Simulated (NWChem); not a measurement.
Molecule: CH₆ClNSi; SMILES CN[SiH2]Cl

```xyz
10

Si    -0.6806     0.1167    -0.1590
Cl     0.4275     1.3573     1.1064
N      0.1128    -1.3266    -0.6285
C      0.3574    -2.4605     0.2343
H     -1.9070    -0.2397     0.6036
H     -0.9551     0.9031    -1.3901
H      0.7460    -1.2682    -1.4193
H      1.3238    -2.4108     0.7694
H     -0.4340    -2.5252     0.9975
H      0.3327    -3.4052    -0.3336
```
Atoms are numbered in this order, from 1.

Program: NWChem. Pople sets run with spherical d functions. STO-3G and 3-21G are far too small for this property and stand as cheap habits. Geometry: optimised at PBE0/def2-SVP. GIAO values for the isolated, static molecule; σ is the absolute isotropic shielding, δ = σ(reference) − σ with the isolated reference molecule computed at the same levels (13C: tetramethylsilane, 1H: tetramethylsilane, 15N: ammonia, 29Si: tetramethylsilane).

| level | δ Si1 (ppm) | σ Cl2 (ppm) | δ N3 (ppm) | δ C4 (ppm) | δ H6 (ppm) | δ H7 (ppm) | δ H8 (rotor mean) (ppm) | relative time |
|---|---|---|---|---|---|---|---|---|
| B3LYP/6-31G* | -1.9 | 906.5 | 33.4 | 30.2 | 5.08 | 0.46 | 2.58 | 9 |
| Hartree-Fock/6-31G* | -11.8 | 976.8 | 12.8 | 28.3 | 4.90 | 0.21 | 2.56 | 9 |
| Hartree-Fock/STO-3G | -16.4 | 1216.7 | -40.8 | 36.5 | 2.83 | -1.79 | 1.45 | 1 |
| BHandHLYP/pcSseg-1 | -22.0 | 911.1 | 37.2 | 30.9 | 4.79 | 0.64 | 2.69 | 10 |
| KT2/pcSseg-1 | -21.2 | 868.2 | 49.7 | 33.8 | 5.24 | 0.90 | 2.83 | 9 |

Relative times are rough (shared machine, one core).
